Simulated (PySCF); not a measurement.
Isomers of [C7H14N3]+ (charge +1), one GFN2-xTB conformer each. Single-point energies are computed at PBE0/pcSseg-1 (PySCF, gas phase, no added dispersion term), electronic only.

```
               SMILES  GFN2-xTB relative energy (kcal/mol)
  CCc1c(C)n(C)n[n+]1C                                  0.0
Cc1c([NH3+])cnn1C(C)C                                 25.0
    CCC[n+]1ccn(CC)n1                                 11.1
C[n+]1ccn(C(C)(C)C)n1                                  7.0
```

Conformers: `[CH3:1][CH2:2][c:3]1[c:4]([CH3:5])[n:6]([CH3:7])[n:8][n+:9]1[CH3:10]` (charge +1) with C1–C2–C3–C4 -87°; `[CH3:1][c:2]1[c:3]([NH3+:4])[cH:5][n:6][n:7]1[CH:8]([CH3:9])[CH3:10]` (charge +1) with N6–N7–C8–C9 -61°; `[CH3:1][CH2:2][CH2:3][n+:4]1[cH:5][cH:6][n:7]([CH2:8][CH3:9])[n:10]1` (charge +1) with C1–C2–C3–N4 -65°, C2–C3–N4–C5 87°, C6–N7–C8–C9 -79°.

Task: What does PBE0/pcSseg-1 give for the same structures?

Result: 
| SMILES | PBE0/pcSseg-1 E (Eh) | PBE0/pcSseg-1 (kcal/mol) | GFN2-xTB (kcal/mol) | point group |
| --- | --- | --- | --- | --- |
| CCc1c(C)n(C)n[n+]1C | -438.61813 | 0.0 | 0.0 | C1 |
| C[n+]1ccn(C(C)(C)C)n1 | -438.60610 | 7.6 | 7.0 | C1 |
| Cc1c([NH3+])cnn1C(C)C | -438.60236 | 9.9 | 25.0 | Cs |
| CCC[n+]1ccn(CC)n1 | -438.60230 | 9.9 | 11.1 | C1 |

Both levels put the same isomer lowest; measured from each level's own lowest isomer, the values differ by up to 15.1 kcal/mol (Cc1c([NH3+])cnn1C(C)C: 25.0 against 9.9). Neighbours under 5.0 kcal/mol apart (C[n+]1ccn(C(C)(C)C)n1 and Cc1c([NH3+])cnn1C(C)C; Cc1c([NH3+])cnn1C(C)C and CCC[n+]1ccn(CC)n1) can change places with a better method, another conformer or zero-point energy.

Task: Which frontier levels and rotational constants go with these structures?

Result: 
```csv
SMILES,"HOMO (eV, PBE0/pcSseg-1)",LUMO (eV),"A, B, C (MHz)"
CCc1c(C)n(C)n[n+]1C,-12.01,-5.32,"1862, 1191, 787.9"
C[n+]1ccn(C(C)(C)C)n1,-12.95,-5.61,"2707, 930.1, 820.7"
Cc1c([NH3+])cnn1C(C)C,-11.22,-4.66,"2437, 924.9, 789.8"
CCC[n+]1ccn(CC)n1,-12.98,-5.67,"2705, 743.2, 722.3"
```

Task: As an exercise, what shares would exp(−E/RT) give at 1000 K from these electronic energies alone (no entropy, no degeneracies)?

Result: RT = 1.987 kcal/mol: CCc1c(C)n(C)n[n+]1C 96.5 %, C[n+]1ccn(C(C)(C)C)n1 2.2 %, Cc1c([NH3+])cnn1C(C)C 0.7 %, CCC[n+]1ccn(CC)n1 0.7 %.
